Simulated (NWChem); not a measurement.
Species: C₂H₆B cation

```xyz
9

C      0.0000     0.0000     1.4827
B      0.0000     0.0000     0.0000
C      0.0000     0.0000    -1.4827
H     -0.7883     0.6643     1.8729
H     -0.1811    -1.0148     1.8729
H      0.9694     0.3505     1.8729
H      0.3505     0.9694    -1.8729
H     -1.0148    -0.1811    -1.8729
H      0.6643    -0.7883    -1.8729
```
Atoms are numbered in this order, from 1.

All runs: NWChem. Pople sets run with spherical d functions. All runs use the structure optimised with B3LYP/6-31G* (spherical d). Vzz is the largest principal value of the second derivative of the potential at the nucleus (NWChem prints the opposite sign); η is the asymmetry. Non-relativistic.

| level | Vzz B2 (a.u.) | η B2 |
|---|---|---|
| CAM-B3LYP/def2-SVP | -0.696 | 0.00 |
| CAM-B3LYP/6-31G* | -0.683 | 0.00 |
| Hartree-Fock/def2-TZVP | -0.815 | 0.00 |
| Hartree-Fock/def2-SVP | -0.761 | 0.00 |
